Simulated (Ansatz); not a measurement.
Geometry optimisation, RKS PBE/def2-SVP (Ansatz).

The input (input.yaml):

```yaml
crystal:
  periodic: [false, false, false]
  atoms:
    - { symbol: W, position_ang: [-0.300269, -0.025963, 0.132912] }
    - { symbol: H, position_ang: [0.165655, 0.368224, 1.742416] }
    - { symbol: F, position_ang: [1.472448, -0.798753, 0.310132] }
    - { symbol: F, position_ang: [-0.807894, 1.791045, 0.349886] }
    - { symbol: O, position_ang: [-2.183113, -0.226863, 0.026732] }
    - { symbol: H, position_ang: [-2.473922, -1.163032, 0.089085] }
    - { symbol: O, position_ang: [-0.642279, -1.908286, 0.527762] }
    - { symbol: H, position_ang: [0.207984, -2.385966, 0.636562] }
    - { symbol: O, position_ang: [0.270957, 0.395644, -1.617262] }
    - { symbol: H, position_ang: [1.036412, 1.005565, -1.731354] }
    - { symbol: O, position_ang: [2.121532, 1.857817, 0.754328] }
    - { symbol: H, position_ang: [2.659355, 1.044508, 0.86661] }
    - { symbol: H, position_ang: [1.421933, 1.72126, 1.449493] }
basis:
  gaussian: { orbitals: def2-SVP }
hamiltonian:
  xc: pbe
relax:
  f_tol: 0.03
  max_steps: 50
output:
  orbitals: {}
```

Command:

```bash
$ ansatz run input.yaml --threads 4 --pin off --max-ram 5120MiB --backend cpu --events-out ev --progress --plain --runs-dir out
```

Where does it end, and by what steps?

It converged. After 16 steps the energy has fallen by 0.276 eV; H13 moved furthest, 0.67 Å. Joined: W1–O11 (3.13 → 2.49 Å).

```tsv
step	energy less start (eV)	largest force component (eV/Å)	accepted
0	0.0000	0.595	yes
1	0.0440	2.847	no
2	-0.0458	0.715	yes
3	-0.0919	0.628	yes
4	-0.1275	1.498	yes
5	-0.1744	1.355	yes
6	-0.2281	0.788	yes
7	-0.2476	0.266	yes
8	-0.2621	0.129	yes
9	-0.2657	0.109	yes
10	-0.2710	0.145	yes
11	-0.1883	1.360	no
12	-0.2725	0.099	yes
13	-0.2740	0.178	yes
14	-0.2751	0.060	yes
15	-0.2754	0.041	yes
16	-0.2757	0.017	yes
```

```xyz
13
Properties=species:S:1:pos:R:3
W -0.183 -0.013 0.240
H 0.308 0.077 1.895
F 1.519 -0.980 0.228
F -0.746 1.746 0.760
O -2.072 -0.103 -0.029
H -2.402 -1.019 -0.131
O -0.653 -1.875 0.564
H 0.181 -2.384 0.646
O 0.326 0.496 -1.521
H 1.206 0.912 -1.635
O 1.749 1.535 0.461
H 2.368 1.050 1.042
H 1.346 2.234 1.018
```

Whether the end is a true minimum wasn't checked by a vibrational analysis.

Run time: 47 s on 4 threads of Arm Neoverse V1, on a shared host, peak memory 0.21 GiB.
